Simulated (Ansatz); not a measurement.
`CN(C)c1cc2cc3sc(-c4cc5cc6sc(-c7cc8cc9sc(C#N)cc9cc8s7)cc6cc5s4)cc3cc2s1` with charge -1. Total charge -1; doublet. Geometry PBE-D4/def2-SVP; atoms count from 1.

Cartesian coordinates in Å:
```
C -1.733 9.182 -8.434
N -2.721 8.644 -7.521
C -4.101 8.676 -7.953
C -2.360 7.607 -6.674
C -3.170 6.657 -6.075
C -2.458 5.778 -5.186
C -2.953 4.706 -4.406
C -2.055 3.977 -3.626
S -2.445 2.616 -2.586
C -0.747 2.429 -2.093
C -0.386 1.397 -1.172
C -1.199 0.463 -0.528
C -0.502 -0.429 0.332
C -1.010 -1.488 1.133
C -0.117 -2.229 1.900
S -0.517 -3.575 2.960
C 1.186 -3.796 3.421
C 1.547 -4.825 4.336
C 0.734 -5.756 4.994
C 1.434 -6.651 5.844
C 0.929 -7.707 6.651
C 1.829 -8.457 7.407
S 1.429 -9.801 8.467
C 3.136 -10.025 8.903
C 3.514 -11.040 9.801
N 3.824 -11.895 10.557
C 3.956 -9.099 8.251
C 3.250 -8.204 7.404
C 3.756 -7.145 6.597
C 2.858 -6.399 5.844
S 3.254 -5.055 4.781
C 2.001 -2.860 2.774
C 1.304 -1.969 1.916
C 1.811 -0.909 1.116
C 0.916 -0.167 0.349
S 1.315 1.181 -0.708
C 0.060 3.382 -2.713
C -0.645 4.269 -3.582
C -0.151 5.343 -4.362
C -1.056 6.070 -5.137
S -0.661 7.433 -6.184
H -0.787 9.392 -7.891
H -1.492 8.498 -9.287
H -2.099 10.142 -8.849
H -4.376 7.818 -8.616
H -4.292 9.618 -8.504
H -4.776 8.650 -7.072
H -4.247 6.571 -6.261
H -4.026 4.460 -4.420
H -2.288 0.431 -0.680
H -2.088 -1.707 1.139
H -0.357 -5.780 4.854
H -0.150 -7.919 6.669
H 5.045 -9.080 8.393
H 4.835 -6.934 6.579
H 3.090 -2.828 2.926
H 2.889 -0.689 1.111
H 1.143 3.437 -2.538
H 0.921 5.590 -4.348
```

Single mean-field runs in def2-SVP are fitted with def2-universal-jkfit.

Estimate the Mulliken populations of the heavy atoms from the PBE0/def2-SVP orbitals of Ansatz.


```tsv
atom	charge (e)	spin (α − β)
C1	0.04	0.00
N2	-0.38	0.01
C3	0.06	0.00
C4	0.05	0.03
C5	-0.07	-0.02
C6	0.03	0.05
C7	-0.05	-0.02
C8	-0.08	0.03
S9	0.08	0.01
C10	-0.07	-0.04
C11	-0.09	0.11
C12	-0.05	-0.03
C13	0.03	0.06
C14	-0.05	0.03
C15	-0.07	0.00
S16	0.07	0.02
C17	-0.08	0.04
C18	-0.08	0.07
C19	-0.06	0.08
C20	0.04	0.00
C21	-0.05	0.11
C22	-0.07	-0.05
S23	0.12	0.02
C24	-0.27	0.13
C25	-0.09	-0.04
N26	-0.06	0.08
C27	0.06	-0.01
C28	0.01	0.05
C29	-0.04	0.05
C30	-0.08	-0.02
S31	0.07	0.02
C32	-0.06	0.10
C33	0.04	-0.02
C34	-0.05	0.11
C35	-0.07	-0.05
S36	0.07	0.01
C37	-0.06	0.11
C38	0.03	-0.04
C39	-0.04	0.06
C40	-0.08	-0.03
S41	0.04	0.00
```
Mulliken values and Mayer orders depend strongly on the basis.

Where does the spin sit?

Summed by element: C 0.86, N 0.09, S 0.08, H -0.03, of 1 unpaired in all. Largest on single atoms: C24 0.13, C37 0.11, C11 0.11.

And the Mayer bond orders between bonded heavy atoms (over 0.3, the first 40 of 49)?

C1–N2 0.99 (1.45 Å); N2–C3 1.01 (1.45 Å); N2–C4 1.11 (1.39 Å); C4–C5 1.52 (1.38 Å); C4–S41 1.07 (1.78 Å); C5–C6 1.16 (1.44 Å); C6–C7 1.33 (1.41 Å); C6–C40 1.28 (1.43 Å); C7–C8 1.42 (1.40 Å); C8–S9 1.05 (1.76 Å); C8–C38 1.26 (1.44 Å); S9–C10 1.06 (1.78 Å); C10–C11 1.25 (1.43 Å); C10–C37 1.48 (1.39 Å); C11–C12 1.45 (1.40 Å); C11–S36 1.05 (1.78 Å); C12–C13 1.26 (1.42 Å); C13–C14 1.27 (1.42 Å); C13–C35 1.24 (1.44 Å); C14–C15 1.46 (1.39 Å); C15–S16 1.04 (1.76 Å); C15–C33 1.22 (1.44 Å); S16–C17 1.04 (1.78 Å); C17–C18 1.31 (1.42 Å); C17–C32 1.41 (1.40 Å); C18–C19 1.40 (1.40 Å); C18–S31 1.04 (1.78 Å); C19–C20 1.29 (1.42 Å); C20–C21 1.28 (1.42 Å); C20–C30 1.22 (1.45 Å); C21–C22 1.42 (1.39 Å); C22–S23 1.05 (1.76 Å); C22–C28 1.24 (1.44 Å); S23–C24 1.03 (1.78 Å); C24–C25 1.25 (1.41 Å); C24–C27 1.44 (1.40 Å); C25–N26 2.89 (1.18 Å); C27–C28 1.27 (1.42 Å); C28–C29 1.25 (1.42 Å); C29–C30 1.47 (1.39 Å).
